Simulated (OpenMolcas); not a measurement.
## Se2+: the spin-orbit constant, Slater's ratio, worked from levels

| Item | Value |
| --- | --- |
| Program | OpenMolcas |
| Basis | ANO-RCC-VTZP [6s5p3d1f] |
| Scalar Hamiltonian | DKH2, point nucleus |
| Active space | 4 electrons in 9 orbitals (RAS2 4s 4p; RAS3 4d, at most 2 electrons) |
| State averaging | 2S+1 = 3 even, 6 roots; 2S+1 = 1 even, 12 roots; 2S+1 = 5 odd, 1 root; 2S+1 = 3 odd, 8 roots; 2S+1 = 1 odd, 8 roots |
| Spin-orbit coupling | RASSI with atomic mean-field integrals over the reference wave functions, term energies averaged over their components |

Methods: RASSCF; MS-RASPT2, IPEA 0.25 Eh, imaginary shift 0.1 Eh (closed shells correlated: 3d). Measured levels: Moore, Atomic Energy Levels, vol. II, NSRDS-NBS 35 (1971 reprint of NBS Circular 467, 1952).

**The spin-orbit constant.** For the Hund term ³P of p2, E(J) = (A/2) J(J+1) + constant and ζ = 2S·A = 2A. From J = 0 to J = 2 the energy changes by 3 A.

```csv
Source,E(2) - E(0),A,ζ
RASSCF,3594.7,1198.2,2396
MS-RASPT2,3591.4,1197.1,2394
measured,3937.0,1312.3,2625
```

All in cm-1. MS-RASPT2 is off by -8.8 % and RASSCF by -8.7 %. Both methods take the spin-orbit matrix elements from the reference wave functions, so the second can move ζ only through the term energies and any multistate remixing. Second-order mixing with other terms is absorbed into this ζ.

**Slater's ratio.** With one set of orbitals, p2 has ¹D - ³P = 6 F2 and ¹S - ¹D = 9 F2 (F2 = F²/25), a ratio of 3/2. Term energies are centres of gravity, weighted by 2J + 1.

```csv
Source,¹D - ³P,¹S - ³P,F2 from the first,Ratio
RASSCF,12092,27752,2015,1.295
MS-RASPT2,10744,26034,1791,1.423
```

Energies in cm-1. A ratio away from 3/2 shows effects beyond one configuration with one set of orbitals, and in heavier atoms second-order spin-orbit shifts.

Term energies are means over components that CASPT2 splits; among the terms shown or strongly mixed into the levels shown the widest spread is 20 cm-1 (4s² 4p² ¹D, MS-RASPT2). The run also gave levels led by 4s 4p² 4d, 4s² 4p 4d, which use shells meant for correlation; these and all levels above them are left out. Computed and measured levels are paired by configuration, term and J; levels that our copy of the source lacks, or whose pairing is in doubt (as where it misses far off the trend of its configuration), stay unpaired and out of the deviations. Levels of configurations outside the active space are missing.
